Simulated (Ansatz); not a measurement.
## Nudged elastic band run: GeH7NOSi2

Input file:

```yaml
crystal:
  periodic: [false, false, false]
  atoms:
    - { symbol: Ge, position_ang: [-1.661877, -0.607239, 1.370325] }
    - { symbol: Si, position_ang: [0.540191, -0.057846, 0.659789] }
    - { symbol: "N", position_ang: [0.639807, 1.237712, -0.503597] }
    - { symbol: Si, position_ang: [1.194382, 0.129518, -1.724478] }
    - { symbol: O, position_ang: [1.08985, -1.082662, -0.562757] }
    - { symbol: H, position_ang: [-2.557373, -0.817653, 0.144694] }
    - { symbol: H, position_ang: [-1.686298, -1.881175, 2.222574] }
    - { symbol: H, position_ang: [-2.258859, 0.53298, 2.207649] }
    - { symbol: H, position_ang: [1.477664, 0.021255, 1.804113] }
    - { symbol: H, position_ang: [0.443016, 2.220655, -0.478518] }
    - { symbol: H, position_ang: [2.566101, 0.336453, -2.233459] }
    - { symbol: H, position_ang: [0.290298, -0.087097, -2.872535] }
basis:
  gaussian: { orbitals: def2-SVP }
hamiltonian:
  xc: { name: BHLYP }
  dispersion: d4
neb:
  order_check: false
  images: 7
  f_tol: 0.03
  max_iterations: 51
  final_atoms:
    - { symbol: Ge, position_ang: [-1.65734388, -0.56419937, 1.39668792] }
    - { symbol: Si, position_ang: [0.48197186, 0.18678683, 0.67698766] }
    - { symbol: "N", position_ang: [0.46625319, 1.17477079, -0.76087831] }
    - { symbol: Si, position_ang: [1.30921023, -0.06160399, -1.64754312] }
    - { symbol: O, position_ang: [1.30328016, -0.97220888, -0.23276731] }
    - { symbol: H, position_ang: [-2.49882857, 0.62231993, 1.88902378] }
    - { symbol: H, position_ang: [-2.39407227, -1.21543649, 0.22108061] }
    - { symbol: H, position_ang: [-1.55856184, -1.57995339, 2.54076946] }
    - { symbol: H, position_ang: [1.28698043, 0.69920574, 1.81012292] }
    - { symbol: H, position_ang: [0.10474038, 2.08260246, -0.98505729] }
    - { symbol: H, position_ang: [2.66773658, 0.27368081, -2.12232374] }
    - { symbol: H, position_ang: [0.56553574, -0.70106344, -2.75230258] }
  initial_path:
    images:
      - { positions_ang: [[-1.661877, -0.607239, 1.370325], [0.540191, -0.057846, 0.659789], [0.639807, 1.237712, -0.503597], [1.194382, 0.129518, -1.724478], [1.08985, -1.082662, -0.562757], [-2.557373, -0.817653, 0.144694], [-1.686298, -1.881175, 2.222574], [-2.258859, 0.53298, 2.207649], [1.477664, 0.021255, 1.804113], [0.443016, 2.220655, -0.478518], [2.566101, 0.336453, -2.233459], [0.290298, -0.087097, -2.872535]] }
      - { positions_ang: [[-1.65590158, -0.61540772, 1.35159536], [0.50216971, -0.00049326, 0.65279226], [0.53752969, 1.23405344, -0.58186768], [1.20297404, 0.08740313, -1.70727721], [1.13324303, -1.07199697, -0.48521401], [-2.61338038, -0.57462207, 0.24625748], [-1.70150252, -1.9416647, 1.93235844], [-2.14476878, 0.32358179, 2.36608239], [1.40563804, 0.21727841, 1.7896336], [0.56611467, 2.17034692, -0.51698806], [2.54253558, 0.35331591, -2.19289887], [0.30225051, -0.23689386, -2.82067371]] }
      - { positions_ang: [[-1.64992617, -0.62357644, 1.33286572], [0.46414843, 0.05685947, 0.64579551], [0.43525237, 1.23039488, -0.66013836], [1.21156609, 0.04528825, -1.69007642], [1.17663606, -1.06133195, -0.40767101], [-2.66938777, -0.33159114, 0.34782096], [-1.71670705, -2.00215441, 1.64214289], [-2.03067856, 0.11418358, 2.52451578], [1.33361209, 0.41330181, 1.77515421], [0.68921333, 2.12003885, -0.55545812], [2.51897016, 0.37017882, -2.15233873], [0.31420302, -0.38669072, -2.76881243]] }
      - { positions_ang: [[-1.64395075, -0.63174516, 1.31413608], [0.42612714, 0.11421221, 0.63879877], [0.33297506, 1.22673631, -0.73840904], [1.22015813, 0.00317338, -1.67287563], [1.22002909, -1.05066692, -0.33012802], [-2.72539515, -0.08856022, 0.44938443], [-1.73191157, -2.06264411, 1.35192733], [-1.91658834, -0.09521464, 2.68294917], [1.26158613, 0.60932522, 1.76067481], [0.812312, 2.06973077, -0.59392818], [2.49540474, 0.38704173, -2.1117786], [0.32615552, -0.53648758, -2.71695114]] }
      - { positions_ang: [[-1.63797533, -0.63991387, 1.29540644], [0.38810585, 0.17156495, 0.63180203], [0.23069775, 1.22307775, -0.81667973], [1.22875018, -0.0389415, -1.65567484], [1.26342212, -1.0400019, -0.25258502], [-2.78140253, 0.15447071, 0.55094791], [-1.7471161, -2.12313382, 1.06171178], [-1.80249812, -0.30461285, 2.84138256], [1.18956018, 0.80534862, 1.74619542], [0.93541066, 2.0194227, -0.63239823], [2.47183932, 0.40390464, -2.07121846], [0.33810803, -0.68628444, -2.66508986]] }
      - { positions_ang: [[-1.64281747, -0.62098525, 1.32072681], [0.41157235, 0.17537042, 0.64309843], [0.28958661, 1.21100101, -0.80272937], [1.24886519, -0.04460712, -1.65364191], [1.27338663, -1.02305364, -0.24763059], [-2.71075904, 0.27143302, 0.88546688], [-1.90885514, -1.89620948, 0.85155398], [-1.74151405, -0.62344798, 2.76622929], [1.21391524, 0.7788129, 1.76217729], [0.72774309, 2.03521764, -0.720563], [2.52081364, 0.37134868, -2.08399478], [0.39496496, -0.68997919, -2.68689304]] }
      - { positions_ang: [[-1.6476596, -0.60205662, 1.34604718], [0.43503885, 0.17917589, 0.65439484], [0.34847547, 1.19892427, -0.78877902], [1.2689802, -0.05027274, -1.65160898], [1.28335114, -1.00610539, -0.24267617], [-2.64011555, 0.38839532, 1.21998585], [-2.07059418, -1.66928515, 0.64139619], [-1.68052998, -0.94228312, 2.69107601], [1.2382703, 0.75227718, 1.77815917], [0.52007552, 2.05101258, -0.80872776], [2.56978795, 0.33879273, -2.0967711], [0.45182189, -0.69367394, -2.70869622]] }
      - { positions_ang: [[-1.65250174, -0.583128, 1.37136755], [0.45850535, 0.18298136, 0.66569125], [0.40736433, 1.18684753, -0.77482867], [1.28909522, -0.05593837, -1.64957605], [1.29331565, -0.98915713, -0.23772174], [-2.56947206, 0.50535763, 1.55450481], [-2.23233323, -1.44236082, 0.4312384], [-1.61954591, -1.26111826, 2.61592274], [1.26262536, 0.72574146, 1.79414104], [0.31240795, 2.06680752, -0.89689253], [2.61876227, 0.30623677, -2.10954742], [0.50867881, -0.69736869, -2.7304994]] }
      - { positions_ang: [[-1.65734388, -0.56419937, 1.39668792], [0.48197186, 0.18678683, 0.67698766], [0.46625319, 1.17477079, -0.76087831], [1.30921023, -0.06160399, -1.64754312], [1.30328016, -0.97220888, -0.23276731], [-2.49882857, 0.62231993, 1.88902378], [-2.39407227, -1.21543649, 0.22108061], [-1.55856184, -1.57995339, 2.54076946], [1.28698043, 0.69920574, 1.81012292], [0.10474038, 2.08260246, -0.98505729], [2.66773658, 0.27368081, -2.12232374], [0.56553574, -0.70106344, -2.75230258]] }
```

Run as:

```bash
$ ansatz run input.yaml --threads 2 --pin off --max-ram 3072MiB --backend cpu --events-out ev --progress --plain --runs-dir out
```

Output, in part (warnings, iteration lines, the closing report on the highest movable image, with atoms numbered from 0):

```
NEB end point (image 0): max|allowed force component| = 6.831e-3 eV/Å (the criterion of neb.relax_end_points is 1.000e-2)
NEB end point (image 8): max|allowed force component| = 9.075e-3 eV/Å (the criterion of neb.relax_end_points is 1.000e-2)
NEB iter   1: max|band force component| = 1.110e1 eV/Å  barrier→ = 1.6700 eV  barrier← = 1.6700 eV  Δτ_max = 0.1945 Å  (234 SCF iters)
NEB iter   2: max|band force component| = 1.185e0 eV/Å  barrier→ = 0.4763 eV  barrier← = 0.4763 eV  Δτ_max = 0.1997 Å  (206 SCF iters)
NEB iter   3: max|band force component| = 1.482e0 eV/Å  barrier→ = 0.3551 eV  barrier← = 0.3551 eV  Δτ_max = 0.0984 Å  (207 SCF iters)
NEB iter   4: max|band force component| = 1.046e0 eV/Å  barrier→ = 0.2158 eV  barrier← = 0.2158 eV  Δτ_max = 0.0986 Å  (207 SCF iters)
NEB iter   5: max|band force component| = 3.921e-1 eV/Å  barrier→ = 0.1392 eV  barrier← = 0.1392 eV  CI = image 4  Δτ_max = 0.1969 Å  (210 SCF iters)
NEB iter   6: max|band force component| = 2.413e-1 eV/Å  barrier→ = 0.0825 eV  barrier← = 0.0825 eV  CI = image 4  Δτ_max = 0.1975 Å  (208 SCF iters)
NEB iter   7: max|band force component| = 1.374e-1 eV/Å  barrier→ = 0.0503 eV  barrier← = 0.0504 eV  CI = image 4  Δτ_max = 0.1062 Å  (205 SCF iters)
NEB iter   8: max|band force component| = 4.403e-2 eV/Å  barrier→ = 0.0427 eV  barrier← = 0.0427 eV  CI = image 4  Δτ_max = 0.0801 Å  (201 SCF iters)
NEB iter   9: max|band force component| = 8.085e-2 eV/Å  barrier→ = 0.0410 eV  barrier← = 0.0410 eV  CI = image 4  Δτ_max = 0.0401 Å  (197 SCF iters)
NEB iter  10: max|band force component| = 5.057e-2 eV/Å  barrier→ = 0.0407 eV  barrier← = 0.0407 eV  CI = image 4  Δτ_max = 0.0400 Å  (193 SCF iters)
NEB iter  11: max|band force component| = 6.537e-2 eV/Å  barrier→ = 0.0403 eV  barrier← = 0.0403 eV  CI = image 4  Δτ_max = 0.0200 Å  (186 SCF iters)
NEB iter  12: max|band force component| = 1.576e-2 eV/Å  barrier→ = 0.0402 eV  barrier← = 0.0402 eV  CI = image 4  Δτ_max = 0.0000 Å  (361 SCF iters)
Total energy: -75910.30098981 eV, -2789.6521075255 hartree
Atom 0 at    -1.682201    -0.562975     1.393197 Å, force     0.005054     0.005225     0.002723 eV/Å
Atom 1 at     0.484918     0.132480     0.668150 Å, force     0.004498    -0.014847    -0.003051 eV/Å
Atom 2 at     0.519541     1.197119    -0.712752 Å, force    -0.001511     0.002116    -0.003604 eV/Å
Atom 3 at     1.308263    -0.025413    -1.665542 Å, force    -0.001511     0.006690    -0.000300 eV/Å
Atom 4 at     1.248203    -1.014073    -0.306668 Å, force     0.002964    -0.000562     0.002641 eV/Å
Atom 5 at    -2.764908     0.222922     0.642484 Å, force    -0.004662    -0.000332     0.002206 eV/Å
Atom 6 at    -1.893461    -2.054907     1.116152 Å, force     0.005832     0.002994    -0.001325 eV/Å
Atom 7 at    -1.876830    -0.320569     2.895802 Å, force    -0.007757     0.000147    -0.000499 eV/Å
Atom 8 at     1.324741     0.538287     1.819257 Å, force    -0.003888     0.000215     0.002375 eV/Å
Atom 9 at     0.180796     2.123500    -0.892935 Å, force     0.003690     0.000622     0.000180 eV/Å
Atom 10 at     2.685739     0.267714    -2.112626 Å, force    -0.001578     0.000507    -0.002258 eV/Å
Atom 11 at     0.542101    -0.559184    -2.810721 Å, force    -0.001130    -0.002775     0.000912 eV/Å
Dipole moment:    -0.096389     0.423335    -0.109228 e Å
```

The forces met the threshold. A vibrational analysis at the climbing image gives one clearly imaginary mode, 91i cm⁻¹: a first-order saddle point.

Final band (atoms are numbered from 1 in the order of the input):

```json
{"image": "0", "path coordinate (Å)": "0.00", "energy (eV)": "0.000", "dihedral H7–Ge1–Si2–Si4 (°)": "121"}
{"image": "1", "path coordinate (Å)": "0.58", "energy (eV)": "0.005", "dihedral H7–Ge1–Si2–Si4 (°)": "105"}
{"image": "2", "path coordinate (Å)": "1.16", "energy (eV)": "0.019", "dihedral H7–Ge1–Si2–Si4 (°)": "90"}
{"image": "3", "path coordinate (Å)": "1.74", "energy (eV)": "0.034", "dihedral H7–Ge1–Si2–Si4 (°)": "75"}
{"image": "4", "path coordinate (Å)": "2.31", "energy (eV)": "0.040", "dihedral H7–Ge1–Si2–Si4 (°)": "60"}
{"image": "5", "path coordinate (Å)": "2.88", "energy (eV)": "0.035", "dihedral H7–Ge1–Si2–Si4 (°)": "45"}
{"image": "6", "path coordinate (Å)": "3.44", "energy (eV)": "0.021", "dihedral H7–Ge1–Si2–Si4 (°)": "30"}
{"image": "7", "path coordinate (Å)": "4.01", "energy (eV)": "0.006", "dihedral H7–Ge1–Si2–Si4 (°)": "15"}
{"image": "8", "path coordinate (Å)": "4.57", "energy (eV)": "0.000", "dihedral H7–Ge1–Si2–Si4 (°)": "1"}
```

Run time: 4.9 min on 2 threads of INTEL(R) XEON(R) PLATINUM 8581C CPU @ 2.10GHz (Emerald Rapids), on a shared host, peak memory 0.38 GiB.
